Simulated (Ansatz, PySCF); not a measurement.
C2H4BNO2, SMILES OB1C=NCO1.

Coordinates come from a B3LYP-D3(BJ)/def2-SVP optimisation. The structure was generated by enumeration, and PubChem lists no compound with its InChIKey, so it may never have been made. Other conformers were not sampled.

Vertical ionisation energy (IE) and electron affinity (EA) in eV. Rows of orbital energies are one-electron estimates. Where ΔSCF, EOM or ADC give a negative EA the extra electron is unbound and the value depends on the basis.

```
level                                                                        IE     EA
------------------------------------------------------------------------  -----  -----
−ε(HOMO), −ε(LUMO), r2SCAN/def2-TZVP (PySCF)                               6.58   2.05
−ε(HOMO), −ε(LUMO), PBE/def2-TZVP (PySCF)                                  6.25   2.20
ΔSCF, CAM-B3LYP/def2-SVPD (Ansatz), final states of multiplicity 2 and 2  10.31  -0.71
ΔSCF, PBE/def2-SVPD (Ansatz), final states of multiplicity 2 and 2         9.91  -0.60
```

What vertical singlet–triplet gap does ΔSCF give with CAM-B3LYP/def2-SVPD (Ansatz, a quantum-chemistry and plane-wave program) and with PBE/def2-SVPD (Ansatz)? (The exact figures need the calculation; the answer reports its results.)

3.88 and 3.74 eV (triplet above singlet where positive).
